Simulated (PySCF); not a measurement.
Al(OH)2 (AlH2O2), SMILES [OH][Al][OH], multiplicity 2.

Geometry: PBE0-D3(BJ)/def2-TZVP. The multiplicity is an assumed one; other spin states were not compared. The isomer is the one that the SMILES or the coordinates give; other isomers of the formula were not compared. One conformer was computed; it need not be the lowest.

Computed with C-PCM-PBE0/def2-SVP in PySCF.

The values are the electrostatic part of the solvation free energy, E(continuum) − E(gas) at the gas-phase geometry, in a cavity of scaled van der Waals radii (PySCF's table); cavitation and dispersion terms are not included. A continuum can't describe solvent molecules that bind to the metal. The dipole moment in vacuum is 2.16 D.

Computed values in water (ε = 78.36), dichloromethane (ε = 8.93), 1-octanol (ε = 9.86):
```json
[
 {"solvent": "water", "ε": "78.36", "ΔG(elec) (kcal/mol)": "-8.4", "dipole (D)": "2.56"},
 {"solvent": "dichloromethane", "ε": "8.93", "ΔG(elec) (kcal/mol)": "-7.5", "dipole (D)": "2.51"},
 {"solvent": "1-octanol", "ε": "9.86", "ΔG(elec) (kcal/mol)": "-7.6", "dipole (D)": "2.52"}
]
```
